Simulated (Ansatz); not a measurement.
Relaxation of H5NO2Si2 (10 atoms, charge 0, multiplicity 1), to a largest force component of 0.015 eV/Å in at most 40 steps.

Computed with Ansatz, RKS r2SCAN-D4/STO-3G.

```xyz
10
Properties=species:S:1:pos:R:3:forces:R:3
O -1.373 -1.203 -1.273 -4.39 -2.13 -1.32
Si 0.115 -0.797 -0.811 3.89 -2.74 -6.57
O 0.683 -1.951 0.196 0.93 -3.88 2.20
N -0.191 0.283 0.295 -3.04 -0.04 3.58
Si 0.200 1.763 0.473 1.95 9.09 3.19
H -2.080 -0.594 -0.833 0.97 -0.31 -0.37
H 1.577 -1.714 0.645 -0.72 0.22 -0.90
H -0.474 -0.186 1.153 0.50 -0.43 0.95
H 1.644 1.786 0.877 -0.60 0.46 -0.23
H -0.019 2.562 -0.720 0.51 -0.24 -0.54
```

Q: Where does it end, and by what steps?

A: The run converged. Limits of this set-up: minimal basis. After 16 steps the energy has fallen by 3.982 eV; H8 moved furthest, 1.78 Å. The start is strongly strained (largest force component 9 eV/Å).

```csv
step,energy less start (eV),largest force component (eV/Å),accepted
0,0.0000,9.085,yes
1,-2.2584,4.622,yes
2,-3.1819,1.389,yes
3,-3.3955,1.086,yes
4,-3.5807,0.797,yes
5,-3.6798,0.854,yes
6,-3.7509,0.791,yes
7,-3.8335,0.680,yes
8,-3.8935,0.591,yes
9,-3.9429,0.186,yes
10,-3.9637,0.232,yes
11,-3.9766,0.070,yes
12,-3.9803,0.094,yes
13,-3.9814,0.059,yes
14,-3.9816,0.048,yes
15,-3.9819,0.016,yes
16,-3.9820,0.008,yes
```

```xyz
10
Properties=species:S:1:pos:R:3
O -1.320 -0.879 -1.234
Si 0.265 -1.042 -0.593
O 0.004 -2.541 0.220
N 0.429 0.265 0.614
Si -0.192 1.894 0.736
H -1.332 0.066 -1.623
H 0.921 -2.790 0.595
H 1.274 0.124 1.222
H 0.966 2.784 0.580
H -0.931 2.067 -0.515
```

Whether the end is a true minimum wasn't checked by a vibrational analysis.

Time of the run: 2 min on 1 thread of Arm Neoverse V1, on a shared host, peak memory 0.14 GiB.
